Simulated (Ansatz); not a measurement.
Consider the substitution at a C–O bond: `C[O][In]([OH])[O][SiH3]` + `OC1NCS1` → `CN1CSC1O` + `[OH][In]([OH])[O][SiH3]`.

Computed with Ansatz on PBE0-D4/def2-TZVP structures; ΔE is electronic, products minus reactants. CCSD(T)/CBS is the MP2 limit (def2-TZVPP, def2-QZVPP) plus CCSD(T) − MP2 in def2-TZVPP, frozen cores. Functionals use def2-TZVPP. B3LYP here is the variant with VWN-RPA as its local correlation; programs differ in this. Elements past krypton have def2 core potentials. For In outer-core shells are correlated without core-valence functions, which leaves a few kJ/mol of doubt a bond. Each species was taken in one conformer, which may not be the lowest.

| level | ΔE (kJ/mol) | difference from CCSD(T)/CBS |
| --- | --- | --- |
| PBE-D4 | -67.3 | 4.5 |
| r2SCAN-D4 | -69.0 | 2.8 |
| PBE0-D4 | -69.1 | 2.7 |
| B3LYP-D4 | -64.7 | 7.1 |
| ωB97X-V | -67.6 | 4.2 |
| ωB97M-V | -69.6 | 2.2 |
| B2PLYP | -68.4 | 3.4 |
| PBE | -66.1 | 5.7 |
| r2SCAN | -68.7 | 3.1 |
| PBE0 | -68.2 | 3.6 |
| B3LYP | -62.9 | 8.9 |
| HF/def2-TZVPP | -60.4 | 11.4 |
| MP2/def2-TZVPP | -79.0 | -7.2 |
| SCS-MP2/def2-TZVPP | -73.2 | -1.4 |
| CCSD/def2-TZVPP | -69.8 | 2.0 |
| CCSD(T)/def2-TZVPP | -71.5 | 0.3 |
| HF/def2-QZVPP | -59.9 | 11.9 |
| MP2/def2-QZVPP | -79.0 | -7.2 |
| SCS-MP2/def2-QZVPP | -73.3 | -1.5 |
| HF/CBS(def2) | -59.8 | 12.0 |
| MP2/CBS(def2) | -79.3 | -7.5 |
| CCSD/CBS(def2) | -70.1 | 1.7 |
| CCSD(T)/CBS | -71.8 | 0 |

Largest T1 diagnostic among the species: 0.016.

In def2-TZVPP, CCSD(T) changes the Hartree–Fock value by −11.1 kJ/mol (the triples alone add −1.7 kJ/mol) and MP2 by −18.6 kJ/mol.
